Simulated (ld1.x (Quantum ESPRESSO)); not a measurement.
Varying the TM potential for boron

Base potential:

ld1.x (Quantum ESPRESSO) 7.5 input, shortened:

```
&input
   title='B', zed=5., rel=1, dft='PZ', iswitch=3,
   config='[He] 2s2 2p0.5'
 /
 &inputp
   pseudotype=2, tm=.true., lloc=1,
   nlcc=.true., rcore=1.30
 /
2
2S  1  0   2.00   0.00  1.45  1.45  0.0
2P  2  1   0.50   0.00  1.70  1.70  0.0
 &test
   configts(1)='2s2 2p0.5'
 /
```

Cutoffs, loose and tight: the cutoffs (Ry, on a coarse ladder) from which the occupation-weighted sum of valence levels, in a spherical-Bessel basis at the reference potential, stays within 10 and 1 mRy of its value at 400 Ry. They do not see the model core or the augmentation charge, which bear on the density cutoff. Test errors are all-electron minus pseudo excitation energies from the reference, over the configurations 2s2 2p1; 2s2 2p0; 2s1 2p0; 2s1 2p2; 2s0 2p3; 2s2 2p1.3; 2s1 2p1 (two spin-polarised tests are not counted in the largest error). A dash means not determined; rows that change the core or the reference have their own tests.

| change | outcome | cutoff, loose | cutoff, tight | bound ghosts | largest test error (meV) |
| --- | --- | --- | --- | --- | --- |
| base | generated | 25 Ry | 50 Ry | none | +82 |
| all radii but the core radius scaled by about 0.79 (s 1.14, p 1.34 bohr) | generated | 30 Ry | 60 Ry | none | +80 |
| all radii but the core radius scaled by about 0.84 (s 1.22, p 1.42 bohr) | generated | 30 Ry | 55 Ry | none | +80 |
| all radii but the core radius scaled by about 1.05 (s 1.52, p 1.80 bohr) | generated | 25 Ry | 50 Ry | none | +83 |
| all radii but the core radius scaled by about 1.16 (s 1.68, p 1.98 bohr) | generated | 21 Ry | 45 Ry | none | +85 |
| all radii but the core radius scaled by about 1.24 (s 1.80, p 2.12 bohr) | generated | 18 Ry | 40 Ry | none | +85 |

(1) What comes out with this change to the base: all radii but the core radius scaled by about 1.37 (s 1.98, p 2.32 bohr)?

## Answers

(1) outcome: generated; cutoff, loose: 15 Ry; cutoff, tight: 30 Ry; bound ghosts: none; largest test error (meV): +88.

Reading the sweep of the scale of all radii but the core radius (base = 1) (base included, trends over the rows without a ghost): The loose cutoff falls from 30 Ry at 0.79 to 15 Ry at 1.37. A larger radius leaves more room for a smooth pseudo-wave, so fewer plane waves are needed; a smaller one forces it to follow the all-electron wave where it bends sharply. The median size of the test errors (rows with all tests solved) rises from 7.1 meV at 0.79 to 17.4 meV at 1.37. More of the atom is replaced by a form fitted at one configuration, so other configurations suffer as the radius grows.
